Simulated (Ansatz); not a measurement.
Dimer: GeH3I (SMILES [GeH3][I]) (first 5 atoms) with CH4 (SMILES C); geometry from B3LYP-D3(BJ)/def2-TZVP.
(charge 0, multiplicity 1):
```csv
atom,x (Å),y (Å),z (Å)
Ge,-0.9660,1.1365,0.7584
I,0.2171,-0.9970,0.0510
H,0.0675,2.0284,1.4540
H,-1.5092,1.7979,-0.5139
H,-2.0998,0.7416,1.7102
C,0.0923,-0.0298,4.2817
H,0.4723,-0.6188,3.4484
H,0.4713,-0.4379,5.2176
H,0.4216,1.0035,4.1788
H,-0.9964,-0.0664,4.2858
```

Basis-set superposition error: the interaction energy with monomers in their own basis, and in the dimer's basis (counterpoise).

The values were computed with Ansatz (a program for electronic structure) with Gaussian orbitals. Values without a source in brackets are computed. In def2 rows elements past Kr take small-core potentials, without spin–orbit coupling.

| level | uncorrected (kJ/mol) | counterpoise (kJ/mol) | difference |
|---|---|---|---|
| HF/def2-SVPD | 2.7 | 4.0 | 1.3 |
| HF/def2-QZVPPD | 3.9 | 3.9 | 0.0 |
| SVWN5/def2-TZVPPD | -8.5 | -8.1 | 0.5 |
| revPBE/def2-TZVPPD | 4.0 | 4.3 | 0.3 |
| r2SCAN/def2-TZVPPD | -2.5 | -2.2 | 0.4 |
| B97M-V/def2-TZVPPD | -5.0 | -4.6 | 0.4 |
| B3LYP/def2-TZVPPD | 2.5 | 2.8 | 0.3 |
| CAM-B3LYP/def2-TZVPPD | 0.0 | 0.4 | 0.4 |
| wB97X-V/def2-TZVPPD | -5.3 | -5.0 | 0.3 |
| SCS-MP2/def2-SVPD | -7.1 | -1.3 | 5.7 |

The error is largest for SCS-MP2/def2-SVPD (5.7 kJ/mol) and smallest for HF/def2-QZVPPD (0.0 kJ/mol).
